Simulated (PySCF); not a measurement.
Compound: C4H3ClO2S2.
SMILES with atom numbers: `[O:1]=[S:2](=[O:3])([Cl:4])[c:5]1[cH:6][cH:7][cH:8][s:9]1` (hydrogens: H10 on C6; H11 on C7; H12 on C8)

Level: wB97X-D/pcSseg-2 in PySCF, non-relativistic, on one gas-phase PBE0-D3(BJ)/def2-TZVP geometry that isn't relaxed in the solvent. The solvent is an IEF-PCM continuum (van der Waals radii × 1.2). Specific hydrogen bonds and non-electrostatic terms are outside this model.

Gas phase at wB97X-D/pcSseg-2: HOMO -9.78 eV, LUMO -0.56 eV, dipole 5.22 D.

Question: What does the continuum do to the energy, the frontier levels and the dipole at wB97X-D/pcSseg-2 in chloroform?

Answer: 
```
   solvent      ε  E(solvent) − E(gas) (kJ/mol)  polarisation term (kJ/mol)  distortion of the solute (kJ/mol)  HOMO (eV)  LUMO (eV)  dipole (D)
chloroform  4.711                        -20.56                      -23.34                               2.78      -9.54      -0.42        6.33
```

Polarisation term: ½ Σ q·V over the induced surface charges. Distortion: the rise of the solute's own energy as its density leaves the gas-phase optimum.

Question: Which radius a makes the point-dipole formula ΔE = −[(ε − 1)/(2ε + 1)]·μ²/a³ give the value in chloroform, with the gas-phase dipole?

Answer: μ = 2.054 au and |ΔE| = 0.00783 Eh give a = 3.05 Å; the farthest nucleus lies 3.19 Å from the centroid of the nuclei, so such a sphere wouldn't even hold the nuclei. The formula assumes a rigid point dipole at the centre of a sphere.

Shape of the structure used: `[O:1]=[S:2](=[O:3])([Cl:4])[c:5]1[cH:6][cH:7][cH:8][s:9]1`: O1–S2–C5–C6 155°.

wB97X-D is run here without its empirical dispersion term; that term would change no orbital, density or response property at a fixed geometry.
